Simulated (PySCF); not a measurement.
Isomers of C10H8O2. Level of theory: PySCF, PBE0-D3(BJ)/def2-SVP geometry optimisation, gas phase. One conformer each; no zero-point energy, no entropy. No frequencies were run at this level. Point groups hold within 0.08 Å.

Question: Rank from lowest to highest electronic energy at this level (kcal/mol).
A. `[CH2:1]=[CH:2][C@@H:3]1[O:4][C:5](=[O:6])[c:7]2[cH:8][cH:9][cH:10][cH:11][c:12]21` with C1–C2–C3–O4 -128°
B. `[CH:1]#[C:2][c:3]1[cH:4][cH:5][cH:6][c:7]([C:8](=[O:9])[O:10][CH3:11])[cH:12]1` with C6–C7–C8–O9 3°, C7–C8–O10–C11 180°

Answer: A (0.0), B (34.8).

As drawn, the lower has a C=C bond outside aromatic rings, which the higher lacks; the higher has a C≡C bond, which the lower lacks.

```tsv
SMILES	E (Eh)	E rel (kcal/mol)	dipole (D)	point group	A, B, C (MHz)
C=C[C@@H]1OC(=O)c2ccccc21	-535.34180	0.0	5.02	C1	1332, 932.2, 569.8
C#Cc1cccc(C(=O)OC)c1	-535.28635	34.8	1.27	near Cs	1715, 584.3, 437.1
```
